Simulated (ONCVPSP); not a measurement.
**Potentials for tungsten compared**

Generated with ld1.x 7.5 (TM, RRKJ, ultrasoft, PAW), atompaw 4.2 or ONCVPSP 4.0.1. The cutoff is in Ry: for ld1.x and atompaw files where the sum of valence levels is converged to 10 mRy in a Bessel basis, for ONCV files where the hardest occupied wave has 1 mHa per electron of residual kinetic energy. The error is the largest all-electron minus pseudo excitation energy over each file’s own four to seven test configurations (ionisations up to +4, promotions, holes and added fractions of an electron), all of which were solved. The labels leave out finer settings (local radius, basis sizes, second energies), which also bear on the numbers. Spin-polarised tests are not counted. The rows are a selection from randomly drawn settings: files with unsolved tests, undetermined cutoffs or missed reference levels are left out.

A true bound ghost makes a file unfit for plane-wave use even where its test errors are small: the radial tests pick states by their node count and pass the ghost by.

```tsv
potential	cutoff (Ry)	largest error (meV)	bound ghosts
ONCV, Wu-Cohen, fully relativistic, rc 1.75/2.45/2.75/2.95 (spdf), local smoothed, core correction yes, reference 5s2 5p6 5d4 6s1 6p1, qcut 7.2/6.7/7/4.1, projectors 2/2/2/3	43	+3.9	none
ONCV, PBE, scalar-relativistic, rc 1.20/1.30/1.70/0.95 (spdf), local smoothed, core correction yes, reference 4f14 5s2 5p6 5d3, qcut 4.4/6.8/6.4/20.6, projectors 3/3/1/2	335	+18	s
ONCV, PBE, scalar-relativistic, rc 1.35/2.05/1.85/0.80 (spdf), local smoothed, core correction no, reference 4f14 5s2 5p6 5d4 6s1, qcut 6.7/7.8/5.2/24.6, projectors 3/2/2/2	468	-8.0	s, p
ONCV, PBE, non-relativistic, rc 2.60/1.60/2.55 (spd), local smoothed, core correction yes, reference 5p6 5d4 6s1, qcut 2/11/6.9, projectors 2/2/2	65	+44	p
ONCV, LDA (Perdew-Wang 92), scalar-relativistic, rc 2.00/1.90/2.75/1.00 (spdf), local smoothed, core correction no, reference 4f14 5s2 5p6 5d4 6s2, qcut 5.5/6.3/5.9/17.4, projectors 2/2/3/3	258	-16	s
ONCV, LDA (Perdew-Zunger), scalar-relativistic, rc 1.20/1.55/1.80/0.80 (spdf), local smoothed, core correction no, reference 4f14 5s2 5p6 5d4, qcut 6.1/8.8/5.4/24.5, projectors 2/1/2/1	428	-48	s, p
```

Fill in the row for W: ONCV, LDA (Perdew-Zunger), scalar-relativistic, rc 1.75/2.30/2.20 (spd), local smoothed, core correction yes, reference 5s2 5p6 5d4 6s1.75 6p0.25, qcut 6.7/5.2/8.5, projectors 2/3/1.

cutoff 40 Ry, largest error -6.6 meV, bound ghosts: none.

Fill in the row for W: ONCV, PBE, scalar-relativistic, rc 2.00/1.75/2.25 (spd), local smoothed, core correction yes, reference 5s2 5p6 5d4 6s2, qcut 6.1/7.2/7.8, projectors 2/2/2.

cutoff 32 Ry, largest error -34 meV, bound ghosts: none.
